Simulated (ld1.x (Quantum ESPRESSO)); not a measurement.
tungsten (W), PAW: configuration errors across variants

- Element: tungsten (W)
- Generator: ld1.x (Quantum ESPRESSO) 7.5
- Type: PAW
- Functional: PBE
- Relativity: fully relativistic
- Frozen core: [Xe]
- Valence charge: 20
- Reference configuration: 4f14 5d3 6s0 6p0 (charge +3)
- Partial waves: 6s (bound, empty): rcut 1.80, rcutus 2.10 bohr; 6s channel at -0.85 Ry: rcut 1.80, rcutus 2.10 bohr; 6p (bound, empty): rcut 2.85, rcutus 3.10 bohr; 6p channel at 3.85 Ry: rcut 2.85, rcutus 3.10 bohr; 5d (bound): rcut 2.10, rcutus 2.25 bohr; 5d channel at -1.7 Ry: rcut 2.10, rcutus 2.25 bohr; 4f (bound): rcut 0.75, rcutus 0.95 bohr; 4f channel at -2.35 Ry: rcut 0.75, rcutus 0.95 bohr
- Local potential: all-electron potential smoothed inside 2.15 bohr (lloc = -1)
- Core correction: Bessel-smoothed model core inside 0.80 bohr
- Augmentation charge: BESSEL, radius 0.55 bohr

Open shells are filled in proportion to 2j + 1 (rel_dist='average').

All-electron excitation energies from the reference (eV): (1) 4f14 5d4 6s0 6p0 -25.371; (2) 4f14 5d5 6s0 6p0 -40.246; (3) 4f14 5d2 6s0 6p0 37.186.

Tests that are not counted but printed errors over 1 eV. “base”: 4f14 5d4 6s2 6p0 (solver errors, printed error -5371 eV); 4f14 5d4 6s1 6p0 (solver errors, printed error -3.6 eV). “wave 5d channel at -1.7 Ry: rcut 2.10, rcutus 2.25 bohr becomes 5d channel at -2.16 Ry: rcut 2.10, rcutus 2.25 bohr”: 4f14 5d4 6s2 6p0 (solver errors, printed error -5364 eV). “wave 5d channel at -1.7 Ry: rcut 2.10, rcutus 2.25 bohr becomes 5d channel at -2.09 Ry: rcut 2.10, rcutus 2.25 bohr”: 4f14 5d4 6s2 6p0 (solver errors, printed error -5362 eV); 4f14 5d4 6s1 6p0 (solver errors, printed error -3.6 eV). “wave 5d channel at -1.7 Ry: rcut 2.10, rcutus 2.25 bohr becomes 5d channel at -1.92 Ry: rcut 2.10, rcutus 2.25 bohr”: 4f14 5d4 6s2 6p0 (solver errors, printed error -5366 eV); 4f14 5d4 6s1 6p0 (solver errors, printed error -3.6 eV). “wave 5d channel at -1.7 Ry: rcut 2.10, rcutus 2.25 bohr becomes 5d channel at -1.79 Ry: rcut 2.10, rcutus 2.25 bohr”: 4f14 5d4 6s2 6p0 (solver errors, printed error -5373 eV); 4f14 5d4 6s1 6p0 (solver errors, printed error -3.6 eV).

Errors AE − PS in meV (a dash: test not solved or not reliable):

| change | (1) | (2) | (3) | bound ghosts |
| --- | --- | --- | --- | --- |
| base | -93 | -253 | -156 | not determined |
| wave 5d channel at -1.7 Ry: rcut 2.10, rcutus 2.25 bohr becomes 5d channel at -2.16 Ry: rcut 2.10, rcutus 2.25 bohr | – | – | – | not determined |
| wave 5d channel at -1.7 Ry: rcut 2.10, rcutus 2.25 bohr becomes 5d channel at -2.09 Ry: rcut 2.10, rcutus 2.25 bohr | -95 | -256 | -158 | not determined |
| wave 5d channel at -1.7 Ry: rcut 2.10, rcutus 2.25 bohr becomes 5d channel at -1.92 Ry: rcut 2.10, rcutus 2.25 bohr | -96 | -258 | -159 | not determined |
| wave 5d channel at -1.7 Ry: rcut 2.10, rcutus 2.25 bohr becomes 5d channel at -1.79 Ry: rcut 2.10, rcutus 2.25 bohr | -95 | -256 | -159 | not determined |
| wave 5d channel at -1.7 Ry: rcut 2.10, rcutus 2.25 bohr becomes 5d channel at -1.3 Ry: rcut 2.10, rcutus 2.25 bohr | -91 | -248 | -153 | not determined |
| wave 5d channel at -1.7 Ry: rcut 2.10, rcutus 2.25 bohr becomes 5d channel at 0.02 Ry: rcut 2.10, rcutus 2.25 bohr | -90 | -242 | -153 | not determined |
| wave 5d channel at -1.7 Ry: rcut 2.10, rcutus 2.25 bohr becomes 5d channel at 1.06 Ry: rcut 2.10, rcutus 2.25 bohr | -88 | -234 | -151 | not determined |
| wave 5d channel at -1.7 Ry: rcut 2.10, rcutus 2.25 bohr becomes 5d channel at 4.16 Ry: rcut 2.10, rcutus 2.25 bohr | – | – | – | not determined |

Task: Give the same row for: wave 5d channel at -1.7 Ry: rcut 2.10, rcutus 2.25 bohr becomes 5d channel at -0.7 Ry: rcut 2.10, rcutus 2.25 bohr.

Result: -91, -247, -153; bound ghosts: not determined. Not counted: 4f14 5d4 6s2 6p0 (solver errors, printed error -5382 eV).
